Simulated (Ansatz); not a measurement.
One change: `[OH][Mo]([OH])(=[S])=[S]` becomes `C[N](C)[Mo]([OH])(=[S])=[S]`.

Ansatz, PBE0-D4/def2-TZVP geometries, multiplicity 1. Each molecule was computed in one conformer, which needn't be the lowest.

Elements past krypton have def2 core potentials.

| property | `[OH][Mo]([OH])(=[S])=[S]` |
| --- | --- |
| size of the dipole moment (B3LYP/def2-TZVPP) / D | 1.85 |
| HOMO–LUMO gap (ωB97M-V/def2-TZVPP) / eV | 8.13 |
| HOMO–LUMO gap (PBE/def2-TZVPP) / eV | 2.46 |
| size of the dipole moment (PBE/def2-TZVPP) / D | 2.04 |
| HOMO energy (PBE0/def2-TZVPP) / eV | -7.32 |
| HOMO–LUMO gap (B3LYP/def2-TZVPP) / eV | 3.80 |

**Question.** Give the same properties after the change, and the shifts. (Estimate.)

**Answer.** Computed: 
| property | `C[N](C)[Mo]([OH])(=[S])=[S]` | shift |
| --- | --- | --- |
| size of the dipole moment (B3LYP/def2-TZVPP) / D | 3.91 | 2.06 |
| HOMO–LUMO gap (ωB97M-V/def2-TZVPP) / eV | 8.07 | -0.06 |
| HOMO–LUMO gap (PBE/def2-TZVPP) / eV | 2.39 | -0.07 |
| size of the dipole moment (PBE/def2-TZVPP) / D | 3.98 | 1.94 |
| HOMO energy (PBE0/def2-TZVPP) / eV | -7.01 | 0.31 |
| HOMO–LUMO gap (B3LYP/def2-TZVPP) / eV | 3.74 | -0.06 |

With PBE0 the HOMO rises by 0.31 eV and the LUMO rises by 0.25 eV, so the gap narrows by about 0.06 eV. PBE moves the HOMO by 0.31 eV and ωB97M-V by 0.27 eV. The zero-point energy changes by 179.4 kJ/mol with +21 modes. Dipoles are sizes alone; their direction can turn.

B3LYP here is the variant with VWN-RPA as its local correlation; programs differ in this.
